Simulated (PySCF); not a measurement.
## From computed data to an observable: oscillator strength and radiative lifetime

Se(Me)(SMe) (C2H6SSe), SMILES CS[Se]C.

Geometry: ωB97X-D3(BJ)/def2-SVP. The values are those of a single conformer.

PySCF with TDA-PBE/def2-SVPD puts the first singlet state with f over 0.02 at 5.38 eV (vertical), with the transition dipole (0.594, 0.140, 0.124) in atomic units.

Find the oscillator strength, the wavelength and the radiative lifetime that this transition would have in vacuum if emission retraced absorption.


|μ|² = 0.3878 au, so |μ| = 1.58 D. ΔE = 5.38/27.211 = 0.1977 hartree. f = (2/3) ΔE |μ|² = 0.051 (the program prints 0.051).
λ = 1239.84/5.38 = 230 nm; ν = 43393 cm⁻¹.
Einstein's coefficient A = 0.6670 ν² f s⁻¹ (ν in cm⁻¹) = 6.4e7 s⁻¹, so τ = 1/A = 16 ns. This state is S5; the lower singlets have f = 0.006, 0.005, 0.001, 0.011. The figure is the radiative limit of this one transition; relaxation, internal conversion, crossing to triplets and a medium change what is measured.
